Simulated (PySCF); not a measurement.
r2SCAN on V³⁺ (vanadium, charge +3)

Configuration: [Ar] 3d2, high-spin 3F determinant. Computed with PySCF 2.14 in ANO-RCC-VTZP, with the spin-free X2C one-electron Hamiltonian (Gaussian nucleus).

| Quantity | Value |
| --- | --- |
| Total energy | -947.263 hartree |
| One-electron energy | -1273.428 hartree |
| Hartree (Coulomb) energy | 370.839 hartree |
| Exchange-correlation energy | -44.674 hartree |
| ⟨S²⟩ | 2.0010 |
| ⟨L²⟩ | 12.011 |
| Sum of ⟨r⟩ | 12.58 bohr |
| Sum of ⟨r²⟩ | 13.20 bohr² |
| Langevin diamagnetic susceptibility | -10.5 ×10⁻⁶ cm³/mol |

```json
{"shell": "1s β", "electrons": "1", "mean orbital energy (eV)": "-5416.5", "spread (eV)": "0", "rms radius, mean of both spins (bohr)": "0.0768"}
{"shell": "1s α", "electrons": "1", "mean orbital energy (eV)": "-5416.5", "spread (eV)": "0", "rms radius, mean of both spins (bohr)": "0.0768"}
{"shell": "2s α", "electrons": "1", "mean orbital energy (eV)": "-645.40", "spread (eV)": "0", "rms radius, mean of both spins (bohr)": "0.334"}
{"shell": "2s β", "electrons": "1", "mean orbital energy (eV)": "-644.36", "spread (eV)": "0", "rms radius, mean of both spins (bohr)": "0.334"}
{"shell": "2p α", "electrons": "3", "mean orbital energy (eV)": "-543.30", "spread (eV)": "0.001", "rms radius, mean of both spins (bohr)": "0.304"}
{"shell": "2p β", "electrons": "3", "mean orbital energy (eV)": "-542.49", "spread (eV)": "0", "rms radius, mean of both spins (bohr)": "0.304"}
{"shell": "3s α", "electrons": "1", "mean orbital energy (eV)": "-106.90", "spread (eV)": "0", "rms radius, mean of both spins (bohr)": "1.01"}
{"shell": "3s β", "electrons": "1", "mean orbital energy (eV)": "-104.57", "spread (eV)": "0", "rms radius, mean of both spins (bohr)": "1.01"}
{"shell": "3p α", "electrons": "3", "mean orbital energy (eV)": "-79.374", "spread (eV)": "0.001", "rms radius, mean of both spins (bohr)": "1.08"}
{"shell": "3p β", "electrons": "3", "mean orbital energy (eV)": "-76.899", "spread (eV)": "0", "rms radius, mean of both spins (bohr)": "1.08"}
{"shell": "3d α", "electrons": "2", "mean orbital energy (eV)": "-38.985", "spread (eV)": "0.000", "rms radius, mean of both spins (bohr)": "1.31"}
```

Densities and radii are taken from the X2C orbitals without a picture-change correction, which distorts them close to the nucleus.
